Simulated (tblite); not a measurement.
Compound: C9H17Al.
Atom-mapped SMILES: `[CH2:1]1[CH2:2][CH2:3][CH:4]([C@H:5]2[CH2:6][CH2:7][CH2:8][AlH:9]2)[CH2:10]1` (hydrogens: H11, H12 on C1; H13, H14 on C2; H15, H16 on C3; H17 on C4; H18 on C5; H19, H20 on C6; H21, H22 on C7; H23, H24 on C8; H25 on Al9; H26, H27 on C10)

Computed with GFN2-xTB (tblite), gas phase: L-BFGS steps from a force-field or distance-geometry start until the largest atomic force falls under 0.01 eV/Å.

Step 58: E = -788.8498 eV
```
atom  x, y, z in Å  |  force x, y, z in eV/Å
C1      2.5309   -0.6728    0.8108   -0.018   0.028  -0.023
C2      2.9798    0.3713   -0.2306    0.021  -0.014   0.027
C3      1.7150    0.7565   -1.0053    0.052   0.032   0.024
C4      0.6991   -0.3570   -0.7392    0.004   0.026  -0.002
C5     -0.7097    0.1740   -1.0193   -0.043   0.015   0.004
C6     -1.8622   -0.8279   -0.7830   -0.054  -0.012   0.038
C7     -2.5463   -0.6577    0.5898    0.001  -0.004   0.014
C8     -2.9540    0.8086    0.8759    0.044  -0.030  -0.006
Al9    -1.2903    1.6775    0.1963    0.047  -0.096  -0.022
C10     1.0022   -0.7062    0.7148   -0.001   0.024   0.014
H11     2.8690   -0.4156    1.8155   -0.034  -0.018  -0.036
H12     2.9448   -1.6531    0.5661   -0.055   0.017  -0.006
H13     3.4249    1.2409    0.2524    0.000  -0.005  -0.025
H14     3.7267   -0.0483   -0.9057   -0.002  -0.029   0.044
H15     1.2862    1.6833   -0.5973    0.008   0.030   0.013
H16     1.9070    0.9159   -2.0652   -0.003  -0.042  -0.011
H17     0.9196   -1.2295   -1.3670   -0.006  -0.004  -0.017
H18    -0.7135    0.4141   -2.0941    0.010  -0.014  -0.003
H19    -2.6169   -0.6731   -1.5583   -0.035   0.014   0.022
H20    -1.5175   -1.8628   -0.8697    0.034   0.021  -0.033
H21    -1.8504   -0.9893    1.3649    0.009   0.000   0.009
H22    -3.4211   -1.3154    0.6300    0.055  -0.019   0.008
H23    -3.2214    0.9085    1.9343   -0.038  -0.013  -0.021
H24    -3.8703    1.0348    0.3134    0.027   0.025   0.003
H25    -0.6047    3.0288    0.4851   -0.013   0.027   0.006
H26     0.5839   -1.6612    1.0294    0.016  -0.010  -0.022
H27     0.5690    0.0824    1.3500   -0.027   0.050   0.000
```

Step 59: E = -788.8514 eV
```
atom  x, y, z in Å  |  force x, y, z in eV/Å
C1      2.5258   -0.6697    0.8168   -0.022   0.038  -0.026
C2      2.9797    0.3699   -0.2277    0.004  -0.007   0.028
C3      1.7156    0.7570   -1.0044    0.049   0.014   0.025
C4      0.6977   -0.3562   -0.7404    0.012   0.024  -0.004
C5     -0.7111    0.1757   -1.0245   -0.011  -0.014   0.000
C6     -1.8642   -0.8256   -0.7881   -0.050   0.010   0.030
C7     -2.5403   -0.6618    0.5886   -0.002  -0.001   0.025
C8     -2.9440    0.8029    0.8857    0.056  -0.001  -0.001
Al9    -1.2897    1.6801    0.1907    0.042  -0.110  -0.038
C10     0.9974   -0.7057    0.7149   -0.008   0.023  -0.007
H11     2.8579   -0.4084    1.8224   -0.027  -0.016  -0.040
H12     2.9405   -1.6513    0.5785   -0.050   0.023  -0.006
H13     3.4255    1.2414    0.2516    0.001  -0.013  -0.014
H14     3.7290   -0.0543   -0.8980   -0.031  -0.021   0.038
H15     1.2859    1.6841   -0.5953    0.027   0.008  -0.003
H16     1.9084    0.9155   -2.0648   -0.002  -0.035   0.008
H17     0.9200   -1.2293   -1.3683   -0.013   0.014  -0.002
H18    -0.7123    0.4107   -2.1005    0.009  -0.006   0.005
H19    -2.6238   -0.6600   -1.5558   -0.039   0.015   0.003
H20    -1.5256   -1.8614   -0.8874    0.041   0.027  -0.022
H21    -1.8441   -1.0000    1.3592    0.035  -0.009   0.025
H22    -3.4154   -1.3174    0.6276    0.025  -0.035   0.013
H23    -3.1980    0.9016    1.9480   -0.040  -0.026  -0.031
H24    -3.8664    1.0323    0.3350    0.021   0.027   0.001
H25    -0.6095    3.0390    0.4550   -0.016   0.030   0.015
H26     0.5828   -1.6638    1.0260    0.006   0.006  -0.018
H27     0.5583    0.0813    1.3491   -0.016   0.034  -0.005
```

**Question.** Estimate the geometry and energy of step 60. (The exact step hangs on the optimiser's Hessian estimate; all steps are aligned on step 59, rigid shifts and turns removed.)

**Answer.** E = -788.8532 eV, largest force 0.107 eV/Å
```
atom  x, y, z in Å  |  force x, y, z in eV/Å
C1      2.5201   -0.6660    0.8219   -0.026   0.033  -0.019
C2      2.9797    0.3685   -0.2244   -0.017   0.008   0.017
C3      1.7169    0.7577   -1.0030    0.021  -0.010   0.011
C4      0.6965   -0.3548   -0.7413    0.011   0.014  -0.006
C5     -0.7127    0.1771   -1.0296    0.025  -0.039  -0.010
C6     -1.8666   -0.8234   -0.7924   -0.025   0.030   0.009
C7     -2.5341   -0.6657    0.5878    0.000  -0.007   0.034
C8     -2.9335    0.7973    0.8950    0.054   0.030   0.001
Al9    -1.2885    1.6807    0.1854    0.043  -0.088  -0.043
C10     0.9924   -0.7042    0.7153   -0.022   0.020  -0.029
H11     2.8465   -0.4023    1.8279   -0.010  -0.006  -0.020
H12     2.9336   -1.6490    0.5891   -0.035   0.018  -0.009
H13     3.4260    1.2420    0.2497    0.010  -0.012   0.008
H14     3.7312   -0.0610   -0.8892   -0.050  -0.015   0.021
H15     1.2864    1.6851   -0.5932    0.047  -0.012  -0.019
H16     1.9088    0.9138   -2.0642    0.006  -0.020   0.022
H17     0.9201   -1.2285   -1.3691   -0.016   0.032   0.014
H18    -0.7114    0.4070   -2.1066    0.007   0.003   0.007
H19    -2.6311   -0.6482   -1.5530   -0.039   0.015  -0.010
H20    -1.5320   -1.8594   -0.9043    0.038   0.028  -0.008
H21    -1.8372   -1.0093    1.3542    0.056  -0.019   0.035
H22    -3.4089   -1.3200    0.6252   -0.013  -0.051   0.025
H23    -3.1768    0.8943    1.9600   -0.041  -0.036  -0.031
H24    -3.8605    1.0318    0.3544    0.018   0.022   0.000
H25    -0.6155    3.0483    0.4278   -0.022   0.020   0.020
H26     0.5834   -1.6664    1.0220   -0.012   0.027  -0.010
H27     0.5474    0.0811    1.3486   -0.006   0.012  -0.012
```

The energy changes by -0.0017 eV. The first-order estimate −F·Δx gives -0.0024 eV and the mean of the old and new forces, exact on a quadratic surface, -0.0017 eV. The step makes an angle of 81° with the force vector and moves no atom by more than 0.029 Å.

What follows is the cost of the whole relaxation. Hardware: one thread of an Arm Neoverse N1, no GPU, shared host with 64 logical CPUs at a one-minute load of 58. Cost: 2.9 s.
